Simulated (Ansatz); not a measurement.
A nudged elastic band was laid between two geometries of C2H5NSi (9 atoms, charge 0, multiplicity 1).

The calculation used Ansatz, RKS PBE/6-31G*.

```yaml
movable_images: 5
climbing_image: yes
spring: 5.0 eV/Å²
optimiser: quadratic models (default)
start_path: through a guess of the saddle point
force_threshold: 0.05 eV/Å
iteration_limit: 60
end_points: relaxed
```

First end point:

```xyz
9
Properties=species:S:1:pos:R:3
N 0.355 0.866 -2.294
C 0.486 0.676 -1.080
C 0.690 0.336 0.184
Si -0.447 -0.844 1.076
H -0.231 1.663 -2.580
H 1.548 0.784 0.700
H -1.538 -1.267 0.140
H 0.290 -2.063 1.553
H -1.065 -0.197 2.284
```

Last end point:

```xyz
9
Properties=species:S:1:pos:R:3
N -0.037 1.430 -2.020
C 0.372 0.704 -1.108
C 0.743 -0.193 -0.207
Si -0.445 -0.840 1.080
H 0.017 2.447 -1.863
H 1.783 -0.539 -0.229
H -0.615 -2.328 0.970
H 0.046 -0.550 2.471
H -1.775 -0.177 0.887
```

Task: Which bonds break or form, and what moves?

Result: No bond is made or broken. The dihedral C2–C3–Si4–H7 goes from 0 to 120°. The two ends are copies of one structure, up to a mirror image or an exchange of like atoms.

Task: What energy profile does the band end with?

Result: It converged. The highest image is number 3 of 0 to 6, 0.8 kcal/mol above the ends, which have the same energy within 2 meV. A vibrational analysis at the climbing image gives one clearly imaginary mode, 94i cm⁻¹: a first-order saddle point.

```
image  path coordinate (Å)  energy (kcal/mol)  dihedral C2–C3–Si4–H7 (°)
    0                 0.00                0.0                          0
    1                 0.64                0.2                         20
    2                 1.27                0.6                         40
    3                 1.91                0.8                         60
    4                 2.55                0.6                         79
    5                 3.19                0.2                        100
    6                 3.83                0.0                        120
```

Task: What is the geometry of the highest image?

Result: 
```xyz
9
Properties=species:S:1:pos:R:3
N 0.067 1.196 -2.192
C 0.422 0.684 -1.125
C 0.771 -0.012 -0.054
Si -0.469 -0.830 1.086
H -0.132 2.207 -2.182
H 1.840 -0.087 0.181
H -1.314 -1.849 0.376
H 0.306 -1.517 2.170
H -1.402 0.161 1.722
```

Time of the run: 3.7 min on 1 thread of Arm Neoverse V1 (shared host), peak memory 0.11 GiB.
